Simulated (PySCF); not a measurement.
C3H4F2Si, SMILES C(#CC(F)F)[SiH3]. Atoms are numbered in the order given.

```xyz
10

F      2.3526     0.8130    -0.4902
C      1.6702    -0.3693    -0.4064
F      2.2015    -1.0959     0.6233
C      0.2411    -0.1222    -0.1768
C     -0.9657     0.0588    -0.0304
Si    -2.7677     0.3440     0.2142
H      1.8387    -0.9350    -1.3534
H     -3.5226    -0.2443    -0.9427
H     -3.0271     1.8207     0.2898
H     -3.2021    -0.3159     1.4906
```

Coordinates come from a PBE-D3(BJ)/def2-SVP optimisation. This is a generated structure with no PubChem entry under its InChIKey; it may be hypothetical.

Calculation: PySCF 2.14.0 with PBE-D3(BJ)/def2-SVP.

Frequencies are harmonic and unscaled.

A small imaginary wavenumber (i) marks a very flat motion, where grid noise or a shallow saddle decides the sign.

Task: Estimate the vibrational spectrum. (The exact figures need the calculation; the answer reports its results.)

Result: 
```
mode  ν (cm⁻¹)  IR (km/mol)  Raman (Å⁴/amu)  depolarisation  moving atoms (share of kinetic energy)
----  --------  -----------  --------------  --------------  --------------------------------------
1          16i          0.1             0.0               –                           H 90 %, F 9 %
2           87          0.3             0.4            0.75          F 45 %, C 35 %, Si 13 %, H 8 %
3          105          1.5             0.1            0.68         C 58 %, F 17 %, H 13 %, Si 12 %
4          249          1.1             6.9            0.75                  C 61 %, F 26 %, H 13 %
5          272          5.6             8.1            0.71          C 57 %, F 23 %, H 12 %, Si 9 %
6          383          8.7             5.3            0.61                 C 36 %, Si 29 %, F 29 %
7          539          2.0             3.2            0.75                          C 69 %, F 27 %
8          540          1.6             2.0            0.29                 F 67 %, C 17 %, Si 11 %
9          653         40.7             1.6            0.75                 H 74 %, C 16 %, Si 10 %
10         654         44.4             1.8            0.75                 H 76 %, C 14 %, Si 10 %
11         708          6.1             2.2            0.60                  C 68 %, F 19 %, Si 9 %
12         888        313.0            39.9            0.62                          H 91 %, Si 9 %
13         904         37.1            29.3            0.75                                  H 97 %
14         905         35.5            29.3            0.75                                  H 97 %
15         992         60.2             5.8            0.20                   C 77 %, F 12 %, H 9 %
16        1073        206.7             3.4            0.75                          C 60 %, F 33 %
17        1106        218.0            10.8            0.21                  C 56 %, F 25 %, H 19 %
18        1316         16.3            10.5            0.75                          H 86 %, C 13 %
19        1329        175.6            20.8            0.55                          H 66 %, C 33 %
20        2179         57.4           360.2            0.01                                  H 98 %
21        2186         76.5           123.5            0.68                                  H 96 %
22        2188         74.6           118.2            0.75                                  H 96 %
23        2234          2.9           261.3            0.35                                  C 99 %
24        2961         33.6           173.4            0.22                                  H 92 %
```
